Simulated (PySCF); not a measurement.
AlCl2Br, SMILES [Br][Al]([Cl])[Cl]. Atoms are numbered in the order given.

```xyz
4

Al     0.0000     0.0000     0.5153
Cl     0.0000     1.7962     1.5645
Cl     0.0000    -1.7962     1.5645
Br     0.0000     0.0000    -1.7112
```

Coordinates come from a PBE0-D3(BJ)/def2-SVP optimisation.

The numbers are results of PySCF with HF/pcSseg-1, not measurements.

GIAO shieldings, no solvent; atoms alike by connectivity are averaged. δ = σ(ref) − σ: ³⁵Cl against HCl (σ = 958.2 ppm), references at their B3LYP-D3(BJ)/def2-TZVP geometries, non-relativistic (without spin–orbit terms, shifts of atoms bonded to Cl or Br come out too high).

Problem. Estimate the chemical shifts. (The exact figures need the calculation; the answer reports its results.)

Solution. 
| nucleus | atoms | count | δ (ppm) |
|---|---|---|---|
| ³⁵Cl | Cl2, Cl3 | 2 | -8.2 |
